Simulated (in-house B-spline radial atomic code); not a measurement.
## The boron ion B²⁺: [He] 3s(1 up, 0 down) (an excited or competing configuration)

Method: non-relativistic AM05, spin-polarised, spherical fractional occupations, point nucleus. Calculated with a radial B-spline atomic code at the basis-set limit.

Effective charges: Z_r = [3n² - l(l+1)]/(2<r>) from the radius, Z_e = n√(-2ε) from the energy, and Slater's rules. Values are occupation-weighted means over spin.

| shell | electrons | ε (eV) | <r> (bohr) | Z_r | Z_e | Slater |
| --- | --- | --- | --- | --- | --- | --- |
| 1s | 2 | -220.2 | 0.3284 | 4.57 | 4.02 | 4.70 |
| 3s | 1 | -13.838 | 3.856 | 3.50 | 3.03 | 3.00 |

The least bound orbital is 3s up at -13.84 eV, and it is also the most diffuse (<r> = 3.856 bohr).
